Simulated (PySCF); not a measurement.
C4H12O4Ta, doublet, geometry from GFN2-xTB (such geometries of metal compounds can be far from the true shape) (the multiplicity is a formal guess) (core potentials on Ta); DF-SCAN/def2-SV(P) (PySCF).

Here is a job for PySCF.
```python
from pyscf import gto, scf, dft

mol = gto.Mole()
mol.atom = '''
    Ta   -0.000000   -0.000000   -0.000000
    O    -0.678057    1.073333    1.342575
    C    -1.155592    1.095400    2.642563
    H    -0.561047    1.788537    3.251052
    H    -2.200685    1.429698    2.658071
    H    -1.093071    0.089084    3.079428
    O     0.594548   -1.087568   -1.370409
    C     1.001074   -1.121740   -2.694065
    H     1.002740   -0.104482   -3.109536
    H     2.012478   -1.541122   -2.767282
    H     0.321940   -1.749954   -3.284267
    O    -0.078953   -1.461891    1.127366
    C     0.157196   -2.822371    1.236101
    H     0.508965   -3.217460    0.272984
    H     0.917435   -3.016161    2.003367
    H    -0.764999   -3.343526    1.522690
    O     0.162462    1.476127   -1.099532
    C    -0.002678    2.848711   -1.184600
    H    -0.418634    3.232858   -0.242876
    H     0.961310    3.336417   -1.377171
    H    -0.686432    3.096112   -2.006460
'''
mol.basis = 'def2-sv(p)'
mol.ecp = {'Ta': 'def2-sv(p)'}
mol.charge = 0
mol.spin = 1
mol.verbose = 4
mol.build()

mf = dft.UKS(mol)
mf.xc = 'scan'
mf.grids.atom_grid = (30, 110)
mf = mf.density_fit(auxbasis='def2-universal-jkfit')
mf.kernel()
```

It wrote (shortened):

```
PySCF version 2.14.0

[INPUT] verbose = 4
[INPUT] num. atoms = 21
[INPUT] num. electrons = 81
[INPUT] charge = 0
[INPUT] spin (= nelec alpha-beta = 2S) = 1
[INPUT] symmetry False subgroup None
[INPUT] Mole.unit = angstrom
[INPUT] Symbol           X                Y                Z      unit          X                Y                Z       unit  Magmom
[...]
nuclear repulsion = 567.771890808524
number of shells = 83
number of NR pGTOs = 290
number of NR cGTOs = 161
basis = def2-sv(p)
ecp = {'Ta': 'def2-sv(p)'}

******** <class 'pyscf.df.df_jk.DFUKS'> ********
method = DFUKS
initial guess = minao
damping factor = 0
level_shift factor = 0
DIIS = <class 'pyscf.scf.diis.CDIIS'>
diis_start_cycle = 1
diis_space = 8
diis_damp = 0
SCF conv_tol = 1e-09
SCF conv_tol_grad = None
SCF max_cycles = 50
direct_scf = False
number electrons alpha = 41  beta = 40
XC library pyscf.dft.libxc version 7.1.2
    S. Lehtola, C. Steigemann, M. J. T. Oliveira, and M. A. L. Marques,  SoftwareX 7, 1–5 (2018)
XC functionals = scan
    J. Sun, A. Ruzsinszky, and J. P. Perdew,  Phys. Rev. Lett. 115, 036402 (2015)
    J. Sun, A. Ruzsinszky, and J. P. Perdew,  Phys. Rev. Lett. 115, 036402 (2015)
radial grids:
    Treutler-Ahlrichs [JCP 102, 346 (1995); DOI:10.1063/1.469408] (M4) radial grids

becke partition: Becke, JCP 88, 2547 (1988); DOI:10.1063/1.454033
pruning grids: <function nwchem_prune>
grids dens level: 3
symmetrized grids: False
atomic radii adjust function: <function treutler_atomic_radii_adjust>
User specified grid scheme (30, 110)
small_rho_cutoff = 0
Set gradient conv threshold to 3.16228e-05
tot grids = 51672
init E= -504.851661585936

cycle= 1 E= -516.293976793969  delta_E= -11.4  |g|= 1.27  |ddm|= 6.25
cycle= 2 E= -514.079846277643  delta_E= 2.21  |g|= 2.45  |ddm|= 7.52
cycle= 3 E= -517.094696748979  delta_E= -3.01  |g|= 0.293  |ddm|= 6.91
cycle= 4 E= -517.053332805129  delta_E= 0.0414  |g|= 0.428  |ddm|= 0.687
cycle= 5 E= -517.135789370044  delta_E= -0.0825  |g|= 0.0699  |ddm|= 0.379
cycle= 6 E= -517.138170224163  delta_E= -0.00238  |g|= 0.00983  |ddm|= 0.0705
cycle= 7 E= -517.138225538174  delta_E= -5.53e-05  |g|= 0.00174  |ddm|= 0.0175
cycle= 8 E= -517.138228135268  delta_E= -2.6e-06  |g|= 0.00167  |ddm|= 0.00469
cycle= 9 E= -517.13822921143  delta_E= -1.08e-06  |g|= 0.00112  |ddm|= 0.00236
cycle= 10 E= -517.13822996844  delta_E= -7.57e-07  |g|= 0.000339  |ddm|= 0.0018
cycle= 11 E= -517.138230005677  delta_E= -3.72e-08  |g|= 0.000252  |ddm|= 0.000506
cycle= 12 E= -517.138230033616  delta_E= -2.79e-08  |g|= 5.33e-05  |ddm|= 0.000259
cycle= 13 E= -517.138230034881  delta_E= -1.26e-09  |g|= 3.18e-05  |ddm|= 0.000109
cycle= 14 E= -517.138230035175  delta_E= -2.94e-10  |g|= 1.67e-05  |ddm|= 3.52e-05
Extra cycle  E= -517.138230034618  delta_E= 5.57e-10  |g|= 3.87e-05  |ddm|= 5.18e-05
converged SCF energy = -517.138230034618  <S^2> = 0.75621192  2S+1 = 2.0062023
```
